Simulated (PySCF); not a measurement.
Unknown compound

An unknown has the formula C8H7N3Si. Its calculated NMR data are:

1H NMR (300 MHz, computed): δ 11.45 (br s, 1H), 7.93 (m, 1H), 7.85 (m, 1H), 4.77 (s, 3H), 3.44 (s, 1H).

13C{1H} NMR (computed): δ 149.3 (C), 145.1 (C), 139.8 (CH), 133.6 (CH), 121.7 (C), 112.3 (C), 97.3 (CH), 84.9 (C).

Computational details: NMR shieldings at PBE0/pcSseg-1/GIAO, geometry from GFN2-xTB, in PySCF (one conformer, no relativistic terms, isolated molecule, one averaged value for each set of equivalent atoms).

References, each an isolated molecule treated in the same way: 1H (σ = 31.72 ppm) and 13C (σ = 186.93 ppm) vs TMS.

What is the structure?

Answers


- Rings plus π bonds: 8 (2 rings in the answer).
- 8 carbon signals for 8 carbons: no two carbons are equivalent.
- Carbon types of the structure: 5 × C, 3 × CH, leaving 4 H on heteroatoms.
- δC 149.3, 145.1: ring-fusion aromatic carbon.
- δC 139.8, 133.6: aromatic CH; the aromatic region.
- δC 121.7, 112.3: substituted aromatic carbon.
- δC 97.3: terminal alkyne carbon; sp carbons lie upfield of alkene carbons because the cylindrical π system leaves one tensor component strongly shielded.
- δC 84.9: alkyne carbon; sp carbons lie upfield of alkene carbons because the cylindrical π system leaves one tensor component strongly shielded.
- δH 11.45: hydrogen on a pyrrole-type ring nitrogen; exchangeable; this is the value without hydrogen bonding to other molecules.
- δH 7.93, 7.85: hydrogen on an aromatic CH; aromatic region.

Structure: `C#Cc1ccc([SiH3])c2[nH]nnc12`.

The data come from this structure; uniqueness wasn't tested.

OH and NH positions are those of a molecule without intermolecular hydrogen bonds; in solution they move with solvent, concentration and temperature, and exchange usually removes their couplings. Shifts are as computed. Against solution values, carbons near 30 ppm lie about +3 ppm off and those near 130 ppm about +5 ppm. Of 1211 compounds with measured shifts, 218 miss one by over three times the rms of a fit or turn the order of signals round; such compounds aren't used in these exercises. No couplings were computed; multiplicities are counted from neighbouring protons, with m where these are inequivalent, close in shift, in a saturated or five-membered ring or joined by F or P, and br s for small geminal =CH2 splittings.
